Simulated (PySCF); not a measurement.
# C6H6F3O: g tensor and hyperfine couplings

Species: C₆H₆F₃O (doublet state).
Structure used (GFN2-xTB), in Å, numbered top down from 1:
```
atom  x, y, z in Å
C1     3.0225    0.9673    0.1838
C2     2.2499   -0.2201   -0.2032
O3     0.8678    0.0589   -0.1073
C4     0.0229   -0.9609   -0.2797
C5    -1.3136   -0.8344   -0.2669
C6    -2.0344    0.3992   -0.0778
F7    -1.3371    1.5332    0.1129
C8    -3.3693    0.4919   -0.0802
F9    -4.1729   -0.5565   -0.2584
F10   -4.0762    1.6028    0.0873
H11    4.0895    0.9542    0.1025
H12    2.5072    1.8425    0.5189
H13    2.4968   -0.5291   -1.2385
H14    2.5042   -1.0868    0.4398
H15    0.4595   -1.9438   -0.4333
H16   -1.9244   -1.7093   -0.4076
```

The hyperfine couplings belong to this conformer and change with its torsions.

The species is `[CH2]CO/C=C\C(F)=C(F)F` [radical].

The calculation used UKS B3LYP, pcH-1 on C F H O, non-relativistic, mean-field spin-orbit, GIAO (PySCF). Isolated species at its GFN2-xTB geometry (one conformer only). The geometry wasn't refined by DFT: couplings that depend on bond lengths, twists or pyramidal angles can differ widely from those at the functional's own minimum. Stability of the SCF solution: not tested.

```json
{
  "g1, g2, g3": "2.00219, 2.00277, 2.00292",
  "g_iso": "2.00263",
  "Form of g": "rhombic: the two nearest values differ by 21 % of g3 − g1",
  "⟨S²⟩": "0.7537 (exact 0.7500)",
  "α and β electrons": "39, 38",
  "HOMO–LUMO gap, α and β orbitals": "5.10, 3.90 eV",
  "Basis functions": "310"
}
```

Isotropic coupling and dipolar principal values T1 to T3, in mT (MHz turned into mT with g_iso):

| atom | isotope | a_iso | T1 | T2 | T3 | Mulliken spin population |
| --- | --- | --- | --- | --- | --- | --- |
| C1 | 13C | 3.14 | -2.95 | -2.93 | 5.88 | 1.08 |
| C2 | 13C | -1.43 | -0.08 | 0.01 | 0.08 | -0.09 |
| O3 | 17O | 0.05 | -0.05 | 0.02 | 0.03 | 0.00 |
| C4 | 13C | -0.06 | -0.01 | -0.01 | 0.02 | 0.00 |
| C5 | 13C | -0.01 | -0.01 | 0.00 | 0.01 | 0.00 |
| C6 | 13C | 0.00 | -0.01 | 0.00 | 0.01 | 0.00 |
| F7 | 19F | 0.00 | -0.03 | -0.02 | 0.05 | 0.00 |
| C8 | 13C | 0.00 | 0.00 | 0.00 | 0.01 | 0.00 |
| F9 | 19F | 0.00 | -0.01 | 0.00 | 0.01 | 0.00 |
| F10 | 19F | 0.00 | -0.01 | -0.01 | 0.02 | 0.00 |
| H11 | 1H | -2.28 | -1.42 | -0.02 | 1.44 | -0.05 |
| H12 | 1H | -2.39 | -1.43 | 0.00 | 1.43 | -0.04 |
| H13 | 1H | 4.34 | -0.19 | -0.14 | 0.33 | 0.05 |
| H14 | 1H | 4.68 | -0.20 | -0.13 | 0.33 | 0.05 |
| H15 | 1H | 0.00 | -0.05 | -0.04 | 0.09 | 0.00 |
| H16 | 1H | 0.00 | -0.02 | -0.01 | 0.03 | 0.00 |

Largest spin populations (Mulliken): C1 (+1.08) and C2 (-0.09). C1 is the only atom above +0.15. The positive populations add up to 1.18 and the negative ones to -0.18, together 2S = 1. The angles at C1 add up to 360.0°, so it is planar; its axial dipolar tensor and the negative couplings of its protons fit spin in a p orbital normal to that plane.

Axes: g3 points within 15° of the C1–H11 bond.

Under fast tumbling the dipolar parts average out, and these isotropic splittings remain: 2 × 1H (H13/H14, I = 1/2, 3 lines) with 4.51 mT and 2 × 1H (H11/H12, I = 1/2, 3 lines) with 2.33 mT.

Nuclei that the bonding pattern makes equivalent are averaged, as if the motion that swaps them (rotation, inversion, ring flip) were fast.

The 13C coupling of C1 (87.9 MHz) shows only in satellite lines or after enrichment, since that isotope makes up about 1.07 % of natural carbon.

The spin density at the nucleus, in bohr⁻³, is negative for C2 (-0.0357), H11/H12 (-0.0146) and O3 (-0.0023), for instance. A restricted open-shell determinant has no negative spin density anywhere; here it arises because α and β orbitals differ (spin polarisation).
